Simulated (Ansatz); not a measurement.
Relaxation of C₂H₂SeSi (6 atoms, charge 0, multiplicity 1), to a largest force component of 0.02 eV/Å in at most 50 steps.

Method: Ansatz, UHF/def2-SVP.

```xyz
6
Properties=species:S:1:pos:R:3:forces:R:3
C 1.071 0.220 0.761 -0.96 -1.03 -0.59
Si 0.746 -1.513 0.775 0.51 -1.06 0.56
Se -1.089 -1.240 -0.601 0.83 0.15 0.57
C -0.094 0.489 -0.145 -0.34 2.05 -0.53
H 0.209 0.908 -1.110 -0.10 -0.04 0.12
H -0.843 1.136 0.320 0.06 -0.07 -0.12
```

Where does it end, and by what steps?

It converged. After 18 steps the energy has fallen by 1.296 eV; C1 moved furthest, 0.71 Å. Joined: C1–Se3.

```csv
step,energy less start (eV),largest force component (eV/Å),accepted
0,0.0000,2.046,yes
1,-0.4044,3.517,yes
2,-0.7216,1.086,yes
3,-0.7627,0.250,yes
4,-0.7672,0.246,yes
5,-0.7746,0.302,yes
6,-0.8160,0.511,yes
7,-0.8617,1.061,yes
8,-0.8193,1.696,no
9,-0.9584,1.579,yes
10,-1.0637,1.351,yes
11,-1.1311,1.014,yes
12,-1.1955,0.425,yes
13,-1.2555,0.529,yes
14,-1.2917,0.173,yes
15,-1.2950,0.124,yes
16,-1.2959,0.038,yes
17,-1.2961,0.022,yes
18,-1.2962,0.007,yes
```

```xyz
6
Properties=species:S:1:pos:R:3
C 0.638 -0.250 0.460
Si 1.156 -1.740 1.079
Se -1.026 -1.131 -0.449
C -0.156 0.689 -0.232
H 0.185 1.072 -1.189
H -0.797 1.360 0.330
```

Whether the end is a true minimum wasn't checked by a vibrational analysis.

Time of the run: 54 s on 2 threads of Arm Neoverse V2, with other jobs on the host, peak memory 0.27 GiB.
